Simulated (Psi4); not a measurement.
**Nuclear repulsion and electron count by hand**

System: AlCl$_{3}$, charge +1, doublet, at a GFN2-xTB geometry (such geometries of metal compounds can be far from the true shape) (a state made from the parent by changing its charge; the spin is typed, not shown lowest). Level: Psi4 with HF/def2-SV(P). Sums are taken with unrounded values, so a last digit can differ.

Coordinates (Å):

```
atom         x         y         z
----  --------  --------  --------
Al1    0.00646  -0.00702  -0.01811
Cl2   -1.72363  -1.06706  -0.19565
Cl3    0.09985   1.91035  -0.69883
Cl4    1.61883  -0.83792   0.90833
```

Problem. Work out the nuclear repulsion energy and the numbers of alpha and beta electrons.

Solution. In atomic units each pair adds Z_i Z_j / r_ij, with r in bohr (1 bohr = 0.529177 Å).
| pair | r (Å) | r (bohr) | Z_i Z_j | term (Eh) |
|---|---|---|---|---|
| Al1-Cl2 | 2.0368 | 3.8489 | 221 | 57.4185 |
| Al1-Cl3 | 2.0368 | 3.8489 | 221 | 57.4185 |
| Al1-Cl4 | 2.0368 | 3.8489 | 221 | 57.4185 |
| Cl2-Cl3 | 3.5275 | 6.6660 | 289 | 43.3542 |
| Cl2-Cl4 | 3.5275 | 6.6660 | 289 | 43.3542 |
| Cl3-Cl4 | 3.5275 | 6.6660 | 289 | 43.3542 |
The sum is 302.3183 Eh; Psi4 gives 302.3183 Eh. The atomic numbers add up to 64, so at charge +1 there are 63 electrons; multiplicity 2 means 1 unpaired, so 32 alpha and 31 beta.
